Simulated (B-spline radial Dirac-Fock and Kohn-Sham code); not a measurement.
EELS cross sections of the Sm L2 (2p1/2) edge

System: neutral samarium, [Xe] 4f6 6s2. Method: the first Born approximation with generalised oscillator strengths from a Dirac-Hartree-Slater potential (longitudinal and transverse terms; continuum final states only, so no white lines or fine structure). Computed with an atomic code on a B-spline grid. The edge is taken at 7312.0 eV (tabulated value).

Partial cross sections σ(β, Δ) in barn, integrated over a window Δ above the edge and up to the collection semi-angle β, for parallel illumination:

```
E₀ (kV)  β (mrad)  Δ = 25 eV  Δ = 50 eV  Δ = 100 eV  Δ = 200 eV  Δ = 300 eV
     60        10     0.0265     0.0519       0.102       0.197       0.286
     80        10     0.0372     0.0729       0.143       0.276       0.401
     80        20      0.142      0.277       0.544        1.05        1.53
    100         5     0.0123     0.0240      0.0470      0.0910       0.132
    100        10     0.0481     0.0942       0.185       0.357       0.519
    100        20      0.179      0.351       0.688        1.33        1.94
    100       100       1.58       3.10        6.13        12.0        17.5
    120        20          ?          ?           ?           ?           ?
    120       100       1.59       3.14        6.21        12.1        17.8
    200         5     0.0279     0.0546       0.107       0.207       0.300
    200       100       1.58       3.11        6.16        12.1        17.7
    300        10      0.179      0.351       0.688        1.33        1.93
    300        20      0.501      0.981        1.93        3.75        5.46
    300        50       1.13       2.22        4.38        8.56        12.5
```

Task: Give the row for 120 kV and 20 mrad.

Result: 0.216 b for 25 eV, 0.422 b for 50 eV, 0.829 b for 100 eV, 1.61 b for 200 eV, 2.33 b for 300 eV.
